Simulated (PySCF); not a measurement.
Species: `O=C(O)[SiH2]/C=C/CF`. The columns A, B, C and D hold Mulliken, IAO, Hirshfeld and ESP-fitted charges (e) of one PBE0/pcSseg-1 density (PySCF), in a shuffled order. Coordinates in Å (GFN2-xTB); the density's dipole moment is (1.44, -0.53, -0.75) D.

| atom | x | y | z | A | B | C | D |
| --- | --- | --- | --- | --- | --- | --- | --- |
| O1 | -3.068 | -0.545 | 1.402 | -0.521 | -0.395 | -0.444 | -0.271 |
| C2 | -2.536 | 0.050 | 0.500 | +0.586 | +0.204 | +0.285 | +0.119 |
| O3 | -2.776 | 1.347 | 0.268 | -0.619 | -0.363 | -0.480 | -0.177 |
| Si4 | -1.257 | -0.647 | -0.754 | +0.278 | +0.739 | +0.732 | +0.343 |
| C5 | 0.387 | 0.137 | -0.291 | -0.307 | -0.390 | -0.437 | -0.148 |
| C6 | 1.475 | -0.529 | 0.075 | -0.086 | -0.281 | -0.134 | -0.038 |
| C7 | 2.780 | 0.098 | 0.453 | +0.065 | +0.243 | +0.039 | +0.031 |
| F8 | 2.739 | 1.467 | 0.396 | -0.222 | -0.331 | -0.321 | -0.108 |
| H9 | -3.408 | 1.711 | 0.913 | +0.451 | +0.231 | +0.363 | +0.184 |
| H10 | -1.685 | -0.198 | -2.081 | -0.053 | -0.074 | -0.112 | -0.070 |
| H11 | -1.230 | -2.103 | -0.619 | -0.059 | -0.083 | -0.111 | -0.065 |
| H12 | 0.448 | 1.219 | -0.318 | +0.184 | +0.140 | +0.169 | +0.040 |
| H13 | 1.491 | -1.608 | 0.126 | +0.118 | +0.113 | +0.147 | +0.051 |
| H14 | 3.058 | -0.169 | 1.481 | +0.092 | +0.124 | +0.153 | +0.054 |
| H15 | 3.579 | -0.224 | -0.228 | +0.094 | +0.122 | +0.152 | +0.053 |

Task: Which column most likely holds the ESP-fitted charges?

Result: A. Σ q r misses the density's dipole by 0.04 D (A), 0.36 D (D), 2.27 D (C), 2.91 D (B). Charges fitted to the outside potential are the only set here that is tied to the molecule's multipoles.

Task: And the Hirshfeld charges?

Result: D. The mean sizes are 0.117 e (D), 0.249 e (A), 0.256 e (B), 0.272 e (C), and Hirshfeld charges are commonly the smallest of these schemes.

As computed, A = ESP-fitted, B = Mulliken, C = IAO, D = Hirshfeld. Hydrogens on carbon: ESP-fitted +0.09 to +0.18, Mulliken +0.11 to +0.14, IAO +0.15 to +0.17, Hirshfeld +0.04 to +0.05 e.

The Mulliken scheme counts on each atom the diagonal of the density matrix times the overlap matrix over that atom's basis functions. The ESP scheme fits charges at the nuclei, held to the total charge, to the electrostatic potential on points at 1.4 to 2.0 times the van der Waals radii.

One conformer (not necessarily the lowest) at the GFN2-xTB geometry, without solvent, vibrations or thermal averaging.

These values come from a run that also computed NMR shieldings. Time: 33 s; peak memory 0.79 GiB. Hardware: one thread of an AMD EPYC 7R43, on a shared host.

The values belong to the conformer `[O:1]=[C:2]([OH:3])[SiH2:4]/[CH:5]=[CH:6]/[CH2:7][F:8]`: O1–C2–Si4–C5 -109°, C2–Si4–C5–C6 120°, C5–C6–C7–F8 1°, H–O3–C2–O1 0°.
